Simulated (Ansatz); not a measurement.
`FB1CO1` + HCl → `ClB1CO1` + H–F at 700 K and 1 bar (ligand exchange at a B–F bond).

Calculated with Ansatz (gas phase, PBE0-D4/def2-TZVP geometries, no zero-point term in ΔE). CCSD(T)/CBS is the MP2 limit (def2-TZVPP, def2-QZVPP) plus CCSD(T) − MP2 in def2-TZVPP, frozen cores. This one scheme is used for every species.

| species | CCSD(T)/CBS energy (Eh) | H − E (kJ/mol) | S (J/(mol·K)) |
| --- | --- | --- | --- |
| `FB1CO1` | -239.05799 | 140.5 | 332.8 |
| HCl | -460.38127 | 38.4 | 211.8 |
| `ClB1CO1` | -599.02877 | 138.6 | 347.2 |
| H–F | -100.39570 | 45.2 | 198.5 |

H − E and S are ideal-gas, rigid-rotor, harmonic terms from PBE0-D4/def2-TZVP. 1 Eh = 2625.50 kJ/mol, R = 8.31446 J/(mol·K).

**Question.** By hand: ΔE, ΔH, ΔS and ΔG.

**Answer.** ΔE = (-599.02877) + (-100.39570) − (-239.05799) − (-460.38127) = 0.01479 Eh = 38.8 kJ/mol. Δ(H − E) = 138.6 + 45.2 − 140.5 − 38.4 = 4.9, so ΔH = 43.7 kJ/mol. ΔS = 347.2 + 198.5 − 332.8 − 211.8 = 1.1 J/(mol·K). ΔG = 43.7 − 700 × (1.1)/1000 = 42.9 kJ/mol.

**Question.** By hand: the equilibrium constant, and the temperature at which ΔG would vanish if ΔH and ΔS stayed fixed.

**Answer.** log₁₀ K = −ΔG/(RT ln 10) = -3.2. ΔG = 0 at ΔH/ΔS = 39727 K, far beyond where these terms or the molecules hold.

The number of gas molecules stays the same, so ΔS is small and ΔH decides. A doubt of 5 kJ/mol in ΔE shifts log₁₀ K by 0.4 here. These are equilibria of isolated gas molecules and say nothing of rates. Largest T1 diagnostic: 0.014 (customary marks: 0.02 for closed shells, 0.045 for open ones).
